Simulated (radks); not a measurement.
The sulfur ion S3+, 13 electrons, occupied as [Ne] 3s2 3p1. Calculated with a radial shooting solver on a logarithmic mesh with Libxc functionals: scalar-relativistic Kohn-Sham, LDA (Slater exchange, VWN5 correlation), spin-polarised, spherical densities, finite nucleus; open shells are filled with parallel spins first; Fermi nuclear charge, rms radius 3.2611 fm.

Unscreened Slater integrals over Kohn-Sham orbitals (cm^-1). They are taken over the spin-up orbitals.

F0(3p,3p): 119620
F2(3p,3p): 61173
F0(3p,3s): 124530
G1(3p,3s): 83396
F0(3p,2p): 161690
F2(3p,2p): 30037
G0(3p,2p): 12518
G2(3p,2p): 12527
F0(3p,2s): 159530
G1(3p,2s): 9634.7
F0(3s,3s): 130190
F0(3s,2p): 172250
G1(3s,2p): 13995
F0(3s,2s): 170560
G0(3s,2s): 11168
F0(2p,2p): 456190
F2(2p,2p): 210860
F0(2p,2s): 431110
G1(2p,2s): 255020
F0(2s,2s): 414580

Derived for the open shells (J is the average intra-shell exchange parameter used in DFT+U). 3p: J = F2/5 = 12230 cm^-1.
